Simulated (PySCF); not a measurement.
C7H13O, doublet, at a GFN2-xTB geometry; DF-SVWN5/6-31G (PySCF).

The PySCF input:
```python
from pyscf import gto, scf, dft

mol = gto.M(
    atom='''
C     3.769961   -0.037798   -0.257341
C     2.695692    0.754186    0.515954
C     1.496995   -0.065047    0.792347
C     0.356526   -0.147015   -0.140765
C    -0.993272    0.037091    0.575782
C    -2.167713   -0.228158   -0.340115
C    -3.465233    0.390819    0.120887
O    -2.079270   -0.877772   -1.350242
H     4.641592    0.586949   -0.437933
H     3.372796   -0.371515   -1.212511
H     4.077186   -0.910528    0.313446
H     3.141187    1.097967    1.454141
H     2.423093    1.629608   -0.079321
H     1.517618   -0.743153    1.629915
H     0.315502   -1.128461   -0.635074
H     0.452242    0.606528   -0.925193
H    -1.070693    1.038311    1.002647
H    -1.061267   -0.677885    1.400970
H    -4.300352   -0.026956   -0.434986
H    -3.424356    1.463525   -0.061471
H    -3.608122    0.233314    1.186806
''',
    basis='6-31g',
    charge=0,
    spin=1,
    verbose=4,
)

mf = dft.UKS(mol)
mf.xc = 'lda,vwn'
mf.diis_space = 2
mf = mf.density_fit(auxbasis='def2-universal-jkfit')
mf.kernel()
```

What does PySCF print? Leave out banner, timings and long lists.


```
PySCF version 2.14.0

[INPUT] verbose = 4
[INPUT] num. atoms = 21
[INPUT] num. electrons = 63
[INPUT] charge = 0
[INPUT] spin (= nelec alpha-beta = 2S) = 1
[INPUT] symmetry False subgroup None
[INPUT] Mole.unit = angstrom
[INPUT] Symbol           X                Y                Z      unit          X                Y                Z       unit  Magmom
[...]
nuclear repulsion = 359.529775857867
number of shells = 66
number of NR pGTOs = 228
number of NR cGTOs = 98
basis = 6-31g
ecp = {}

******** <class 'pyscf.df.df_jk.DFUKS'> ********
method = DFUKS
initial guess = minao
damping factor = 0
level_shift factor = 0
DIIS = <class 'pyscf.scf.diis.CDIIS'>
diis_start_cycle = 1
diis_space = 2
diis_damp = 0
SCF conv_tol = 1e-09
SCF conv_tol_grad = None
SCF max_cycles = 50
direct_scf = False
number electrons alpha = 32  beta = 31
XC library pyscf.dft.libxc version 7.1.2
    S. Lehtola, C. Steigemann, M. J. T. Oliveira, and M. A. L. Marques,  SoftwareX 7, 1–5 (2018)
XC functionals = lda,vwn
    P. A. M. Dirac,  Math. Proc. Cambridge Philos. Soc. 26, 376 (1930)
    F. Bloch,  Z. Phys. 57, 545 (1929)
    S. H. Vosko, L. Wilk, and M. Nusair,  Can. J. Phys. 58, 1200 (1980)
radial grids:
    Treutler-Ahlrichs [JCP 102, 346 (1995); DOI:10.1063/1.469408] (M4) radial grids

becke partition: Becke, JCP 88, 2547 (1988); DOI:10.1063/1.454033
pruning grids: <function nwchem_prune>
grids dens level: 3
symmetrized grids: False
atomic radii adjust function: <function treutler_atomic_radii_adjust>
small_rho_cutoff = 0
Set gradient conv threshold to 3.16228e-05
tot grids = 240416
init E= -347.017069010093

cycle= 1 E= -346.261419037699  delta_E= 0.756  |g|= 0.713  |ddm|= 2.98
cycle= 2 E= -345.099870934484  delta_E= 1.16  |g|=  1.7  |ddm|= 3.73
cycle= 3 E= -346.395267315274  delta_E= -1.3  |g|= 0.449  |ddm|= 3.38
cycle= 4 E= -346.167301675672  delta_E= 0.228  |g|= 0.765  |ddm|= 1.51
cycle= 5 E= -346.475095638757  delta_E= -0.308  |g|= 0.257  |ddm|= 1.14
cycle= 6 E= -346.321080206416  delta_E= 0.154  |g|= 0.654  |ddm|= 0.907
cycle= 7 E= -346.500403523983  delta_E= -0.179  |g|= 0.0866  |ddm|=  0.7
cycle= 8 E= -346.493621772745  delta_E= 0.00678  |g|= 0.134  |ddm|= 0.366
cycle= 9 E= -346.502790683568  delta_E= -0.00917  |g|= 0.0644  |ddm|= 0.246
cycle= 10 E= -346.493428184572  delta_E= 0.00936  |g|= 0.164  |ddm|= 0.26
cycle= 11 E= -346.503991854758  delta_E= -0.0106  |g|= 0.0283  |ddm|= 0.224
cycle= 12 E= -346.502983059493  delta_E= 0.00101  |g|= 0.0531  |ddm|= 0.113
cycle= 13 E= -346.504209664466  delta_E= -0.00123  |g|= 0.0246  |ddm|= 0.0734
cycle= 14 E= -346.503646819567  delta_E= 0.000563  |g|= 0.0414  |ddm|= 0.088
cycle= 15 E= -346.504373169028  delta_E= -0.000726  |g|= 0.0135  |ddm|= 0.0656
cycle= 16 E= -346.503887453503  delta_E= 0.000486  |g|= 0.0369  |ddm|= 0.0535
cycle= 17 E= -346.504426048866  delta_E= -0.000539  |g|= 0.0085  |ddm|= 0.0429
cycle= 18 E= -346.504375590047  delta_E= 5.05e-05  |g|= 0.0124  |ddm|= 0.0316
cycle= 19 E= -346.504444017718  delta_E= -6.84e-05  |g|= 0.00665  |ddm|= 0.0208
cycle= 20 E= -346.504331862956  delta_E= 0.000112  |g|= 0.0179  |ddm|= 0.0261
cycle= 21 E= -346.504456624368  delta_E= -0.000125  |g|= 0.00317  |ddm|= 0.0219
cycle= 22 E= -346.504445006118  delta_E= 1.16e-05  |g|= 0.00571  |ddm|= 0.0123
cycle= 23 E= -346.504459082399  delta_E= -1.41e-05  |g|= 0.00284  |ddm|= 0.00826
cycle= 24 E= -346.504450403802  delta_E= 8.68e-06  |g|= 0.00512  |ddm|= 0.00984
cycle= 25 E= -346.504461258658  delta_E= -1.09e-05  |g|= 0.00152  |ddm|= 0.00748
cycle= 26 E= -346.504455656902  delta_E= 5.6e-06  |g|= 0.00396  |ddm|= 0.0059
cycle= 27 E= -346.504461909079  delta_E= -6.25e-06  |g|= 0.00101  |ddm|= 0.00465
cycle= 28 E= -346.504461205935  delta_E= 7.03e-07  |g|= 0.00148  |ddm|= 0.00357
cycle= 29 E= -346.504462158023  delta_E= -9.52e-07  |g|= 0.000762  |ddm|= 0.0024
cycle= 30 E= -346.504460563848  delta_E= 1.59e-06  |g|= 0.00213  |ddm|= 0.00303
cycle= 31 E= -346.504462323596  delta_E= -1.76e-06  |g|= 0.000373  |ddm|= 0.00254
cycle= 32 E= -346.504462178021  delta_E= 1.46e-07  |g|= 0.000644  |ddm|= 0.00141
cycle= 33 E= -346.50446235565  delta_E= -1.78e-07  |g|= 0.000339  |ddm|= 0.000944
cycle= 34 E= -346.504462218534  delta_E= 1.37e-07  |g|= 0.000641  |ddm|= 0.00117
cycle= 35 E= -346.504462386686  delta_E= -1.68e-07  |g|= 0.000176  |ddm|= 0.000895
cycle= 36 E= -346.504462317391  delta_E= 6.93e-08  |g|= 0.00044  |ddm|= 0.000674
cycle= 37 E= -346.504462395199  delta_E= -7.78e-08  |g|= 0.000123  |ddm|= 0.000526
cycle= 38 E= -346.504462384759  delta_E= 1.04e-08  |g|= 0.000181  |ddm|= 0.000422
cycle= 39 E= -346.504462398933  delta_E= -1.42e-08  |g|= 8.91e-05  |ddm|= 0.000286
cycle= 40 E= -346.504462376078  delta_E= 2.29e-08  |g|= 0.000255  |ddm|= 0.000357
cycle= 41 E= -346.504462401202  delta_E= -2.51e-08  |g|= 4.44e-05  |ddm|= 0.000299
cycle= 42 E= -346.504462399301  delta_E= 1.9e-09  |g|= 7.4e-05  |ddm|= 0.000165
cycle= 43 E= -346.504462401648  delta_E= -2.35e-09  |g|= 4.05e-05  |ddm|= 0.00011
cycle= 44 E= -346.504462399457  delta_E= 2.19e-09  |g|= 8.07e-05  |ddm|= 0.000141
cycle= 45 E= -346.504462402094  delta_E= -2.64e-09  |g|= 2.05e-05  |ddm|= 0.000109
cycle= 46 E= -346.504462401234  delta_E= 8.6e-10  |g|= 4.9e-05  |ddm|= 7.75e-05
cycle= 47 E= -346.504462402206  delta_E= -9.73e-10  |g|= 1.51e-05  |ddm|= 5.96e-05
Extra cycle  E= -346.504462401581  delta_E= 6.26e-10  |g|= 4.15e-05  |ddm|= 6.84e-05
converged SCF energy = -346.504462401581  <S^2> = 0.75203946  2S+1 = 2.0020384
```
